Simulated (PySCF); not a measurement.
UHF on S¹⁴⁺ (sulfur, charge +14)

Configuration: 1s2, closed-shell 1S. All numbers are calculated (PySCF 2.14, the spin-free X2C one-electron Hamiltonian (Gaussian nucleus), in an even-tempered Gaussian basis (17 s from 9.6 bohr⁻², ratio 2.2; 7 p from 15 bohr⁻², ratio 2.4; 4 d from 44 bohr⁻², ratio 2.4; 3 f from 67 bohr⁻², ratio 2.4; 3 g from 100 bohr⁻², ratio 2.4)).

```json
{
 "Total energy": "-246.914185 hartree",
 "One-electron energy": "-256.7641 hartree",
 "Hartree (Coulomb) energy": "19.6998 hartree",
 "Exchange energy": "-9.8499 hartree",
 "⟨S²⟩": "0.0000",
 "⟨L²⟩": "0.000",
 "Sum of ⟨r⟩": "0.1908 bohr",
 "Sum of ⟨r²⟩": "0.02439 bohr²"
}
```

```csv
shell,electrons,mean orbital energy (eV),"rms radius, mean of both spins (bohr)"
1s,2,-3225.4,0.110
```

Densities and radii are taken from the X2C orbitals without a picture-change correction, which distorts them close to the nucleus.
